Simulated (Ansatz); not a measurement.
Species: CH₅BO₂Si, SMILES `C=[SiH]B(O)O` (charge 0, multiplicity 1).

Problem. Give a relaxed geometry from PBE0-D3(BJ)/def2-TZVP run with Ansatz (a first-principles code).

Solution. One answer among several that fit: the end point of this relaxation, one of several conformers (outside a Z-matrix the atoms follow the SMILES, hydrogens last).
Cartesian coordinates (Å) in one orientation:
```xyz
10

C      2.115     0.294     0.573
Si     0.807     0.647    -0.469
B     -1.006    -0.203    -0.254
O     -1.177    -1.068     0.782
O     -1.968     0.133    -1.159
H      3.098     0.738     0.472
H      2.004    -0.408     1.393
H      1.002     1.614    -1.578
H     -2.051    -1.462     0.863
H     -2.826    -0.285    -1.038
```
